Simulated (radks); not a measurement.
Zn23+, configuration 1s1 2s2 2p3 3s1 (not the ground configuration).

All-electron calculation, Dirac Kohn-Sham, RPBE, spin-unpolarised, spherical densities, finite nucleus; open shells fill j = l - 1/2 first; Fermi nuclear charge, rms radius 3.9283 fm. Program: a radial shooting solver on a logarithmic mesh with Libxc functionals.

Energy parts (hartree):
total: -981.69189
kinetic: 1005.67830
electron-nucleus: -2077.96154
Hartree: 116.83360
exchange-correlation: -26.24226

Orbitals (lengths in bohr, moments of r in powers of bohr; r(max) is where P^2 peaks):
orbital  occ.  eigenvalue (hartree)   r(max)      <r>
1s1/2       1             -411.8349  0.03263  0.04962
2s1/2       2             -87.03345   0.1796   0.2093
2p1/2       2             -84.02501   0.1395   0.1773
2p3/2       1             -82.90443   0.1420   0.1803
3s1/2       1             -35.22443   0.4775   0.5016

The highest occupied level is 3s1/2 at -958.51 eV. The density falls to 0.001 e/bohr^3 at r = 1.13 bohr. The electron density at the nucleus is 1.45e+04 e/bohr^3. Summed over all electrons, <r^2> = 0.5076 bohr^2, which gives a Langevin (diamagnetic) susceptibility term of -0.402 x 10^-6 cm^3/mol.
